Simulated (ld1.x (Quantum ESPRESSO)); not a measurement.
# What the settings do to the ultrasoft potential of sulfur (S)

Base potential:

sulfur (S), ultrasoft, made with ld1.x (Quantum ESPRESSO) 7.5 (PBE, scalar-relativistic). Core [He], reference 2s2 2p6 3s2 3p2 (charge +2). Waves: 2s (bound): rcut 0.70, rcutus 0.95 bohr; 3s (bound): rcut 0.70, rcutus 0.95 bohr; 2p (bound): rcut 0.90, rcutus 0.95 bohr; 3p (bound): rcut 0.90, rcutus 0.95 bohr. Local part: all-electron potential smoothed inside 0.85 bohr (lloc = -2). Core correction: Bessel-smoothed model core inside 0.85 bohr. Augmentation charge: PSQ, inside the norm-conserving radii.

Cutoffs, loose and tight: the cutoffs (Ry, on a coarse ladder) from which the occupation-weighted sum of valence levels, in a spherical-Bessel basis at the reference potential, stays within 10 and 1 mRy of its value at 400 Ry. They do not see the model core or the augmentation charge, which bear on the density cutoff. Test errors are all-electron minus pseudo excitation energies from the reference, over the configurations 2s2 2p6 3s2 3p4; 2s2 2p6 3s2 3p3; 2s2 2p6 3s2 3p1; 2s2 2p6 3s2 3p0; 2s2 2p6 3s0 3p6; 2s1 2p6 3s2 3p4; 2s2 2p6 3s2 3p3.5. A dash means not determined; rows that change the core or the reference have their own tests.

| change | outcome | cutoff, loose | cutoff, tight | bound ghosts | largest test error (meV) |
| --- | --- | --- | --- | --- | --- |
| base | generated | 140 Ry | 230 Ry | none | -523 |
| all radii but the core radius scaled by about 0.86 (s 0.82, p 0.82 bohr, rcut 0.60/0.78); local potential all-electron potential smoothed inside 0.74 bohr (lloc = -2) | failed: the pseudo-atom did not reach self-consistency | – | – | – | – |
| all radii but the core radius scaled by about 0.95 (s 0.90, p 0.90 bohr, rcut 0.66/0.86); local potential all-electron potential smoothed inside 0.80 bohr (lloc = -2) | failed: chargeps: negative rho | – | – | – | – |
| all radii but the core radius scaled by about 1.09 (s 1.04, p 1.04 bohr, rcut 0.78/1.00); local potential all-electron potential smoothed inside 0.94 bohr (lloc = -2) | failed: run_pseudo: Errors in PS-KS equation | – | – | – | – |
| all radii but the core radius scaled by about 1.18 (s 1.12, p 1.12 bohr, rcut 0.82/1.06); local potential all-electron potential smoothed inside 1.00 bohr (lloc = -2) | failed: run_pseudo: Errors in PS-KS equation | – | – | – | – |
| all radii but the core radius scaled by about 1.28 (s 1.22, p 1.22 bohr, rcut 0.90/1.16); local potential all-electron potential smoothed inside 1.10 bohr (lloc = -2) | failed: run_pseudo: Errors in PS-KS equation | – | – | – | – |
| all radii but the core radius scaled by about 1.39 (s 1.32, p 1.32 bohr, rcut 0.96/1.24); local potential all-electron potential smoothed inside 1.18 bohr (lloc = -2) | failed: run_pseudo: Errors in PS-KS equation | – | – | – | – |

(1) What comes out with this change to the base: all radii but the core radius scaled by about 0.74 (s 0.70, p 0.70 bohr, rcut 0.52/0.68); local potential all-electron potential smoothed inside 0.64 bohr (lloc = -2)?

Answers

(1) outcome: generated; cutoff, loose: 260 Ry; cutoff, tight: over 300 Ry; bound ghosts: none; largest test error (meV): -461.

Reading the sweep of the scale of all radii but the core radius (base = 1) (base included, trends over the rows without a ghost): The generation fails at 0.86, 0.95, 1.09, 1.18, 1.28, 1.39.
